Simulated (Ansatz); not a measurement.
`[SiH3][NH][GeH3]`. The species carries charge 0 and has multiplicity 1.

```xyz
10

Si    1.493    0.402   -0.342
N     0.095   -0.595   -0.297
Ge   -1.549   -0.187    0.420
H     1.031    1.814   -0.287
H     2.257    0.165   -1.597
H     2.438    0.184    0.792
H     0.223   -1.575   -0.506
H    -1.687    1.340    0.361
H    -1.670   -0.669    1.880
H    -2.632   -0.879   -0.425
```

(1) List the harmonic frequencies (cm⁻¹, unscaled) at PBE0-D4/def2-TZVP in Ansatz. (Estimate.)

(2) Is this a minimum?

(3) Give the ideal-gas thermochemistry at 298.15 K and 1 bar (rigid rotor, harmonic oscillator; point group C1, symmetry number 1).

(4) Rotational constants (cm⁻¹)?

## Answers

(1) Ansatz gave: 50, 58, 176, 320, 534, 599, 628, 702, 784, 839, 867, 891, 925, 953, 968, 988, 1197, 2127, 2152, 2177, 2185, 2211, 2229, 3616.

(2) Yes, all 24 modes are real.

(3) Zero-point energy 168.5 kJ/mol; H(298) − E = 188.2 kJ/mol; entropy 342.8 J/(mol·K), of which translation 168.7, rotation 107.4, vibration 66.7; G(298) − E = 86.0 kJ/mol. Modes under 100 cm⁻¹ are hindered rotations or soft bends, so the harmonic entropy is rough.

(4) 0.773, 0.06766, 0.06513.
